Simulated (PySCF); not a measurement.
# Correlation energy of Ca (calcium, neutral)

[Ar] 4s2, closed-shell 1S. All numbers are calculated (PySCF 2.14, no relativity, point nucleus, in def2-SVP). Frozen: [Ar]; 2 electrons correlated.

Total MP2 correlation energy: -17.27 mhartree.

Same-spin part 0.00 and opposite-spin part -17.27 mhartree; SCS-MP2 scales them by 1/3 and 6/5 to -20.72 mhartree.

With two correlated electrons CCSD is exact within the correlated space (frozen core and kept virtual orbitals).

```tsv
level	correlation energy (mhartree)
CCSD	-26.92
```

Diagnostics: T1 = 0.021, D1 = 0.0297, largest double amplitude 0.158.

Problem. Is a single reference adequate?

Solution. Not fully. A double-excitation amplitude exceeds 0.15, a sign of near-degeneracy.
